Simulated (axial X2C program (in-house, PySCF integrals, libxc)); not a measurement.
# Low determinants of SeBr at the PBE0 level, 2c

Calculated with an in-house relativistic program for diatomic molecules. Two-component (2c) means X2C with spin–orbit coupling and atomic mean-field two-electron Coulomb and Gaunt terms. Basis: Br dyall-cv3z [8s9p6d4f1g], Se dyall-cv3z [8s9p6d4f1g] (cores contracted in-house); Gaussian nuclei, density fitting, unrestricted open shells. Masses: Br 78.918 u, Se 79.917 u.

Search at 2.300 Å (vertical energies from the lowest determinant):

```json
{"ΔE (eV)": "0.00", "state": "Ω = 3/2", "electrons beyond evenly filled partner blocks": "ω = 3/2", "electrons in ±ω = 1/2, 3/2, 5/2, 7/2": "46 19 4 0"}
{"ΔE (eV)": "0.26", "state": "Ω = 1/2", "electrons beyond evenly filled partner blocks": "ω = 1/2", "electrons in ±ω = 1/2, 3/2, 5/2, 7/2": "45 20 4 0"}
{"ΔE (eV)": "2.38", "state": "Ω = 1/2", "electrons beyond evenly filled partner blocks": "2 × ω = -1/2, ω = 3/2", "electrons in ±ω = 1/2, 3/2, 5/2, 7/2": "46 19 4 0"}
{"ΔE (eV)": "2.64", "state": "Ω = 1/2", "electrons beyond evenly filled partner blocks": "ω = 1/2", "electrons in ±ω = 1/2, 3/2, 5/2, 7/2": "47 18 4 0"}
{"ΔE (eV)": "2.91", "state": "Ω = 5/2", "electrons beyond evenly filled partner blocks": "2 × ω = 1/2, ω = 3/2", "electrons in ±ω = 1/2, 3/2, 5/2, 7/2": "46 19 4 0"}
{"ΔE (eV)": "4.47", "state": "Ω = 7/2", "electrons beyond evenly filled partner blocks": "ω = 1/2, 2 × ω = 3/2", "electrons in ±ω = 1/2, 3/2, 5/2, 7/2": "47 18 4 0"}
{"ΔE (eV)": "4.91", "state": "Ω = 5/2", "electrons beyond evenly filled partner blocks": "ω = -1/2, 2 × ω = 3/2", "electrons in ±ω = 1/2, 3/2, 5/2, 7/2": "47 18 4 0"}
```

Lowest determinant, Ω = 3/2 (⟨Sz⟩ = 0.50, ⟨Lz⟩ = 1.00 at PBE0): Re = 2.262 Å, ωe = 333.7 cm⁻¹.

The determinant in row 2 of the search, Ω = 1/2 (⟨Sz⟩ = -0.50, ⟨Lz⟩ = 1.00 at PBE0), was followed along the bond at PBE0; measured from the minimum of the lowest determinant it gives:

Te = 0.263 eV (2120 cm⁻¹), Re = 2.264 Å, ωe = 332.4 cm⁻¹.

Problem. Compare the bond of the determinant in row 2 with that of the lowest one.

Solution. At PBE0 its Re is 0.002 Å longer and its force constant, which goes as ωe², is 0.99 times that of the lowest determinant. T0 ≈ Te + Δωe/2 = 2120 + (-1) = 2119 cm⁻¹.

The search compares states at one distance, so a state with another bond length can lie lower; it is not exhaustive and yields mostly the lowest determinant of each block pattern, so other components and higher states of one pattern are missing. These are energies of single determinants, not of spin-adapted states; PBE0 term energies can be off by some tenths of an eV, and the functional has no current term.
